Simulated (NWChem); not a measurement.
System: C₅H₁₂N, doublet; SMILES C[CH]NC(C)C

```xyz
18

C      0.1302    -2.7706    -0.2166
C     -0.2068    -1.4536     0.3838
N      0.4091    -0.3198    -0.1259
C     -0.0036     0.9967     0.3232
C      1.0459     2.0230    -0.0784
C     -1.3997     1.3831    -0.1641
H      1.1834    -3.0772    -0.0399
H     -0.0148    -2.7680    -1.3125
H     -0.5122    -3.5638     0.1931
H     -0.4451    -1.3975     1.4521
H      0.5889    -0.3603    -1.1266
H     -0.0294     0.9460     1.4271
H      1.1194     2.0968    -1.1770
H      2.0357     1.7424     0.3100
H      0.7889     3.0232     0.3012
H     -2.1301     0.6090     0.1150
H     -1.7264     2.3432     0.2654
H     -1.4140     1.4823    -1.2626
```
Atoms are numbered in this order, from 1.

Results from NWChem. Spin-unrestricted. The geometry was optimised at PBE0/def2-SVP, spin-unrestricted. No frequency run checked for a minimum. No stability test was run on the SCF state. Fermi-contact couplings, non-relativistic, static geometry.

Problem. Estimate the computed values for TPSSh/IGLO-II. Quantities: A(iso) 13C atom 1 (MHz); A(iso) 13C atom 2 (MHz); A(iso) 1H atom 7 (MHz); A(iso) 1H atom 8 (MHz); A(iso) 1H atom 9 (MHz); A(iso) 1H atom 10 (MHz); <S²>.

Solution. 
```
Property                 Value
-----------------------  -----
A(iso) 13C atom 1 (MHz)  -21.7
A(iso) 13C atom 2 (MHz)    120
A(iso) 1H atom 7 (MHz)     114
A(iso) 1H atom 8 (MHz)    37.1
A(iso) 1H atom 9 (MHz)    11.5
A(iso) 1H atom 10 (MHz)  -29.7
<S²>                     0.754
```
